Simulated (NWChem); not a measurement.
# InH$_{2}$F; SMILES [InH2][F]

```xyz
4

In     0.0000     0.0000    -0.2782
H      0.0000     1.6177    -0.8864
H      0.0000    -1.6177    -0.8864
F      0.0000     0.0000     1.7114
```
Atoms are numbered in this order, from 1.

The geometry was optimised at PBE-D3(BJ)/def2-SVP. def2 effective core potentials on In; no spin-orbit coupling.

Symmetry labels are those of C2v in the frame above (b1 and b2, or b-type labels, depend on it).

List the 6 lowest vertical singlet excitations and the 6 lowest triplet ones from B3LYP/def2-SVP with def2 effective core potentials on In, TDA (NWChem).


```
state  energy (eV)  oscillator strength  symmetry  leading excitation (squared amplitude)
-----  -----------  -------------------  --------  --------------------------------------
S1            5.10                0.000        a2                      HOMO → LUMO (1.00)
S2            6.07                0.029        b1                    HOMO−2 → LUMO (0.99)
S3            6.30                0.000        a2                    HOMO−3 → LUMO (1.00)
S4            6.30                0.003        a1                    HOMO−1 → LUMO (0.85)
S5            6.65                0.053        b2                    HOMO → LUMO+1 (0.63)
S6            7.00                0.019        b1                  HOMO−1 → LUMO+1 (0.96)
T1            4.84       spin-forbidden        a2                      HOMO → LUMO (0.99)
T2            5.38       spin-forbidden        b2                    HOMO → LUMO+1 (0.90)
T3            5.55       spin-forbidden        a1                    HOMO−1 → LUMO (0.99)
T4            5.73       spin-forbidden        b1                    HOMO−2 → LUMO (0.99)
T5            6.04       spin-forbidden        a2                    HOMO−3 → LUMO (0.99)
T6            6.53       spin-forbidden        a1                  HOMO−2 → LUMO+1 (0.96)
```
